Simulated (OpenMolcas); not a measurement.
**Pr: effect of the IPEA shift**

```yaml
Program: OpenMolcas
Basis: ANO-RCC-VTZP [8s7p5d3f2g1h]
Scalar_Hamiltonian: DKH2, point nucleus
Active_space: 3 electrons in 7 orbitals (4f)
State_averaging: 2S+1 = 4 odd, 35 roots; 2S+1 = 2 odd, 112 roots (89 in the spin-orbit step)
Spin-orbit_coupling: RASSI with atomic mean-field integrals over the reference wave functions, term energies averaged over their components
```

Methods on the same reference wave functions:
A. CASSCF
B. MS-CASPT2, IPEA 0 Eh, imaginary shift 0.1 Eh (closed shells correlated: 5s 5p 6s)
C. MS-CASPT2, IPEA 0.25 Eh, imaginary shift 0.1 Eh (closed shells correlated: 5s 5p 6s)

Energies in cm⁻¹ above 4f³ 6s² ⁴I°_9/2, the measured ground level; measured values from NIST Handbook of Basic Atomic Spectroscopic Data.

| Level | A | B | C | Measured |
| --- | --- | --- | --- | --- |
| 4f³ 6s² ⁴I°_9/2 | 0.0 | 0.0 | 0.0 | 0.0 |
| 4f³ 6s² ⁴I°_11/2 | 1455 | 1521 | 1535 | 1377 |
| 4f³ 6s² ⁴I°_13/2 | 3051 | 3140 | 3160 | 2847 |
| 4f³ 6s² ⁴I°_15/2 | 4753 | 4820 | 4840 | 4381 |
| 4f³ 6s² ⁴F°_3/2 | 13375 | 12330 | 11290 |  |
| 4f³ 6s² ²H°_9/2(1) | 13454 | 9670 | 9130 |  |
| 4f³ 6s² ⁴F°_5/2 | 14175 | 13240 | 12190 |  |
| 4f³ 6s² ⁴S°_3/2 | 14866 | 13600 | 12760 |  |
| 4f³ 6s² ⁴F°_9/2 [59 %] | 15776 | 14140 | 13270 |  |
| 4f³ 6s² ²H°_11/2(1) | 15876 | 12000 | 11440 |  |
| 4f³ 6s² ²K°_13/2 | 20221 | 16430 | 16440 |  |
| 4f³ 6s² ²G°_9/2 [53 %] | 20479 | 17280 | 16550 |  |
| 4f³ 6s² ⁴G°_5/2 | 20484 | 18590 | 18140 |  |
| 4f³ 6s² ⁴G°_7/2 | 21504 | 19540 | 19080 |  |
| 4f³ 6s² ²K°_15/2 | 21852 | 18080 | 18090 |  |
| 4f³ 6s² ⁴G°_9/2 | 22608 | 20610 | 20150 |  |
| 4f³ 6s² ⁴G°_11/2 | 23712 | 21750 | 21290 |  |
| 4f³ 6s² ²P°_1/2 | 25072 | 20400 | 19610 |  |
| 4f³ 6s² ²D°_5/2(1) | 25287 | 20860 | 20140 |  |
| 4f³ 6s² ²I°_11/2 | 31790 | 26990 | 26570 |  |
| 4f³ 6s² ²L°_15/2 | 32413 | 28190 | 28210 |  |

Deviations, from unrounded energies. A percentage is the sum of absolute deviations over the sum of measured energies, with the sign that they share, or ± where signs differ.

```json
{"Against measurement": "mean absolute deviation (cm-1)", "Levels": "3", "A": "220", "B": "290", "C": "310"}
{"Against measurement": "fine structure of the ground term (%)", "Levels": "3", "A": "+7.6", "B": "+10.2", "C": "+10.9"}
```

A lies closest to measurement on these levels and C furthest from it. The largest miss of A in the table is 4f³ 6s² ⁴I°_15/2, by +370 cm-1. The ranking rests on the paired levels alone, and a cruder setting can come out closer through cancelling errors.

Between B and C the level of the table that moves most is 4f³ 6s² ⁴F°_5/2, by 1100 cm-1 (lowest in C, highest in B). Moves below CASPT2's spread within the term are not significant.

The mean deviations of B to C differ by less than CASPT2's widest spread within a term (2600 cm-1), so their order carries little weight.

From A to B the spin-free energies of the other terms of 4f³ 6s² shown, above ⁴I°, scale by factors of 0.67 to 0.92.

The lowest spin-free term lies below A's lowest term by 0.390 hartree in B, 0.379 hartree in C.

CASPT2 breaks the degeneracy within a term, and the mean is taken; among the terms shown or strongly mixed into the levels shown the widest spread is 2600 cm-1 (4f³ 6s² ²L°, B). Over all roots computed the reference weight is 0.76 to 0.84 in B, 0.80 to 0.85 in C; the roots of lowest weight are the least certain, and an intruder state may touch them. High states are left out of the spin-orbit mixing, which shifts the levels that they would mix with. With the s shell closed, the reference lacks s² → p² mixing. The CASPT2 spread within a term exceeds the gap to the next term for 4f³ 6s² ⁴S° and 4f³ 6s² ⁴F°, 4f³ 6s² ⁴G° and 4f³ 6s² ²P°, 4f³ 6s² ²P° and 4f³ 6s² ²D°(1) and others, so the order of their levels is uncertain, and so are names and mixing where such terms share a J (figures for B; the like holds for C). Without dynamic correlation excited terms often stand tens of per cent too high (terms of higher spin than the ground term too low), and those without a measured partner can miss by more than the paired ones (holds for A). Blocks of more than 70 roots (2S+1 = 2 odd) ran without multistate coupling (holds for B; C). Computed and measured levels are paired by configuration, term and J; levels that our copy of the source lacks, or whose pairing is in doubt (as where it misses far off the trend of its configuration), stay unpaired and out of the deviations. Only configurations of the active space appear. Levels that lie high or do not pair safely by name in every column are left out.

A share in square brackets marks a mixed level and gives the weight of the term that names it, the lowest over the columns. A number in round brackets counts repeated terms of one configuration in the order of the reference energies. ° marks odd parity.
